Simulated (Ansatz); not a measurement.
`[CH3][SnH2][Cl]` and `O[CH2][SnH2][Cl]` differ in one atom or group.

Ansatz, PBE0-D4/def2-TZVP geometries, multiplicity 1. Each molecule was computed in one conformer, which needn't be the lowest.

Elements past krypton have def2 core potentials.

```json
{"property": "HOMO–LUMO gap (PBE/def2-TZVPP) / eV", "`[CH3][SnH2][Cl]`": "5.67"}
{"property": "HOMO energy (ωB97M-V/def2-TZVPP) / eV", "`[CH3][SnH2][Cl]`": "-10.50"}
{"property": "HOMO–LUMO gap (ωB97M-V/def2-TZVPP) / eV", "`[CH3][SnH2][Cl]`": "11.65"}
{"property": "LUMO energy (B3LYP/def2-TZVPP) / eV", "`[CH3][SnH2][Cl]`": "-0.75"}
{"property": "size of the dipole moment (ωB97M-V/def2-TZVPP) / D", "`[CH3][SnH2][Cl]`": "2.95"}
{"property": "HOMO energy (PBE0/def2-TZVPP) / eV", "`[CH3][SnH2][Cl]`": "-8.30"}
```

(1) Give the same properties after the change, and the shifts. (Estimate.)

## Answers

(1) The calculation gave: 
```tsv
property	`O[CH2][SnH2][Cl]`	shift
HOMO–LUMO gap (PBE/def2-TZVPP) / eV	5.31	-0.36
HOMO energy (ωB97M-V/def2-TZVPP) / eV	-10.21	0.29
HOMO–LUMO gap (ωB97M-V/def2-TZVPP) / eV	11.36	-0.29
LUMO energy (B3LYP/def2-TZVPP) / eV	-0.76	-0.01
size of the dipole moment (ωB97M-V/def2-TZVPP) / D	3.43	0.48
HOMO energy (PBE0/def2-TZVPP) / eV	-8.02	0.28
```

Dipoles are sizes alone; their direction can turn.

B3LYP here is the variant with VWN-RPA as its local correlation; programs differ in this.
